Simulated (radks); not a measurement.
The numbers below are computed, except where a source is named.
The mean radii <r> (bohr) of the occupied orbitals of an atom or ion are listed with their occupations. Code: a radial shooting solver on a logarithmic mesh with Libxc functionals. Model: non-relativistic Kohn-Sham, PBEsol, spin-unpolarised, spherical densities, point nucleus.

orbital  occ.      <r>
1s          2  0.03464
2s          2   0.1508
2p          6   0.1290
3s          2   0.4107
3p          6   0.4029
3d         10   0.3746
4s          1   0.8997

Name the element and its charge.

Answer. Z = 44, ruthenium, charge +15: Ru15+ in [Ar] 3d10 4s1. The 1s radius gives Z: for a bare nucleus <r> = 1.5/Z, 0.03409 bohr for Z = 44, and screening makes it slightly larger (0.03464 here). The occupations add up to 29, and the charge is Z minus that.
